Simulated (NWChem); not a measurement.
Species: silacyclobutane (C3H8Si); SMILES C1CC[SiH2]1

```xyz
12

C     -0.1939     1.3395     0.0000
C      0.1580     0.4158    -1.1982
Si    -0.0693    -1.0380     0.0000
C      0.1580     0.4158     1.1982
H      0.3197     2.3160     0.0000
H     -1.2761     1.5503     0.0000
H      1.2172     0.5213    -1.4850
H     -0.4572     0.5257    -2.1023
H     -1.4563    -1.6006     0.0000
H      0.9021    -2.1780     0.0000
H      1.2172     0.5213     1.4850
H     -0.4572     0.5257     2.1023
```
Atoms are numbered in this order, from 1.

Computed with NWChem. Pople sets run with spherical d functions. Coordinates come from a PBE0/def2-SVP optimisation. Solvent water, SMD (1 M gas to 1 M solution), gas-phase geometry. Reactions with the solvent are ignored.

| level | basis functions | solvation free energy (kcal/mol) | cavity-dispersion-structure term (kcal/mol) | dipole in solution (D) |
|---|---|---|---|---|
| PBE0/STO-3G | 32 | 2.2 | 2.9 | ? |
| PBE0/3-21G | 56 | 1.8 | 2.9 | 0.63 |
| PBE0/6-31G* | 76 | 1.9 | 2.9 | 0.83 |
| PBE0/6-31+G* | 92 | 1.8 | 2.9 | 0.77 |
| PBE0/6-311G** | 128 | 1.8 | 2.9 | 0.70 |
| PBE0/6-311++G** | 152 | 1.8 | 2.9 | 0.69 |

Fill in the missing entries.


- PBE0/STO-3G, dipole in solution (D): 0.51
